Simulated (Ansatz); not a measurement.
Ge(OH)2H2 (GeO2H4). Charge 0, multiplicity 3. Geometry r2SCAN-D4/def2-TZVP, that of the neutral singlet; atoms count from 1.

```csv
atom,x (Å),y (Å),z (Å)
Ge1,-0.317,-0.326,0.195
O2,-0.721,1.224,-0.581
H3,-0.465,1.981,-0.044
O4,1.099,-1.040,-0.601
H5,1.876,-0.473,-0.553
H6,-1.444,-1.308,-0.099
H7,-0.028,-0.058,1.684
```

At PBE0-D4/def2-TZVP a singlet of charge 0 lies 6.90 eV below the triplet at the same geometry.

Estimate the Mulliken populations from the PBE0/def2-TZVP orbitals of Ansatz.


```json
{"atom": "Ge1", "charge (e)": "0.05", "spin (α − β)": "0.56"}
{"atom": "O2", "charge (e)": "-0.45", "spin (α − β)": "0.14"}
{"atom": "H3", "charge (e)": "0.28", "spin (α − β)": "0.05"}
{"atom": "O4", "charge (e)": "0.10", "spin (α − β)": "0.58"}
{"atom": "H5", "charge (e)": "-0.12", "spin (α − β)": "0.53"}
{"atom": "H6", "charge (e)": "0.06", "spin (α − β)": "0.02"}
{"atom": "H7", "charge (e)": "0.08", "spin (α − β)": "0.12"}
```
Mulliken values depend strongly on the basis.

Where does the spin sit?

Summed by element: Ge 0.56, O 0.72, H 0.72, of 2 unpaired in all. Largest on single atoms: O4 0.58, Ge1 0.56, H5 0.53.

And the Mayer bond orders between heavy atoms (over 0.3)?

Ge1–O2 0.94 (1.78 Å); Ge1–O4 0.44 (1.77 Å).
